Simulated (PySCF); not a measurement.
# Orbital picture of CdC

PBEsol at R = 2.186 Å; PySCF, scalar-relativistic core potentials, basis sets Cd def2-SVP with ECP28, C def2-SVP. State: ³Σ⁻ (triplet), unpaired electrons π ↑↑. Only the outer orbitals are listed, counted within each symmetry, core potentials removing the inner ones.

```csv
spin,orbital,occ.,ε (eV),on Cd (%),main shells (%)
α,2π,1,-12.82,99,99 Cd d
α,2π,1,-12.82,99,99 Cd d
α,1δ,1,-12.69,100,100 Cd d
α,1δ,1,-12.69,100,100 Cd d
α,5σ,1,-12.01,63,"58 Cd d, 37 C s"
α,6σ,1,-6.77,60,"59 Cd s, 34 C p"
α,3π,1,-5.05,10,"90 C p, 8 Cd p"
α,3π,1,-5.05,10,"90 C p, 8 Cd p"
α,7σ,0,-3.97,54,"46 C p, 32 Cd s, 21 Cd p"
α,4π,0,-0.95,93,92 Cd p
α,4π,0,-0.95,93,92 Cd p
β,2π,1,-12.81,100,100 Cd d
β,2π,1,-12.81,100,100 Cd d
β,1δ,1,-12.70,100,100 Cd d
β,1δ,1,-12.70,100,100 Cd d
β,5σ,1,-10.57,36,"63 C s, 19 Cd d, 13 Cd s"
β,6σ,1,-6.17,74,"70 Cd s, 13 C s, 13 C p"
β,7σ,0,-3.21,38,"60 C p, 25 Cd p, 12 Cd s"
β,3π,0,-2.70,41,"59 C p, 40 Cd p"
β,3π,0,-2.70,41,"59 C p, 40 Cd p"
```

Q: Which are the highest filled and the lowest empty level, where do they sit, and how wide is the gap?

A: Highest filled α 3π at -5.05 eV (in %: 90 C p, 8 Cd p); lowest empty α 7σ at -3.97 eV (in %: 46 C p, 32 Cd s, 21 Cd p); the gap at PBEsol is 1.08 eV.

```json
{
  "bond order (Mayer)": "1.26",
  "⟨S²⟩": "2.078",
  "charge on Cd (Mulliken, basis-dependent)": "0.22",
  "charge on Cd (Löwdin, basis-dependent)": "0.16",
  "dipole moment (positive dipole means Cd(−)C(+))": "-2.89 D"
}
```

Spin–orbit coupling is left out. The state was picked by a PBE0 search and need not be the measured ground state.
